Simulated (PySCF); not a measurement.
H2Cl2Si, charge +1, doublet, geometry from GFN2-xTB (a state made from the parent by changing its charge; the spin is typed, not shown lowest). Base run: PySCF with B3LYP/6-31G**.

Here is a job for PySCF.
```python
from pyscf import gto, scf, dft

mol = gto.M(
    atom='''
Si   -0.02575223   -0.64981803    0.02847438
Cl    1.71995071    0.29695952    0.03104826
Cl   -1.69121941    0.42803083   -0.06281662
H    -0.09310054   -1.56301606    1.20082412
H    -0.03480039   -1.66436741   -1.05940340
''',
    basis='6-31g**',
    charge=1,
    spin=1,
    verbose=3,
)

mf = dft.UKS(mol)
mf.xc = 'b3lyp'
mf.kernel()
mo_i, mo_e, stable_i, stable_e = mf.stability(internal=True, external=False, return_status=True, nroots=6, tol=1e-6)
print('internally stable:', stable_i, ' externally stable:', stable_e)
if not stable_i:
    umf = mf.copy()
    umf.scf_summary = {}
    umf.kernel(umf.make_rdm1(mo_i, mf.mo_occ))
```

The bond that is stretched is that between atoms 3 and 1. A test that says stable can miss a lower solution.

Each row names what was changed in the base input (with any setting that the change needs).

```json
[
 {"change": "base", "ΔE vs base (eV)": "0.00", "<S^2>": "0.757", "stability test says": "internally stable (external not tested)", "outcome": "converged"},
 {"change": "bond × 1.25", "ΔE vs base (eV)": "0.82", "<S^2>": "0.754", "stability test says": "internally stable (external not tested)", "outcome": "converged"},
 {"change": "bond × 1.5", "ΔE vs base (eV)": "1.53", "<S^2>": "0.754", "stability test says": "internally stable (external not tested)", "outcome": "converged"},
 {"change": "bond × 1.8", "ΔE vs base (eV)": "1.95", "<S^2>": "0.755", "stability test says": "internally stable (external not tested)", "outcome": "converged"},
 {"change": "bond × 2.2", "ΔE vs base (eV)": "-", "<S^2>": "-", "stability test says": "-", "outcome": "not converged"},
 {"change": "bond × 3.0", "ΔE vs base (eV)": "2.35", "<S^2>": "0.806", "stability test says": "internally stable (external not tested)", "outcome": "converged"}
]
```

On stretching, the SCF can end on different states; <S^2> shows the spin contamination of each.
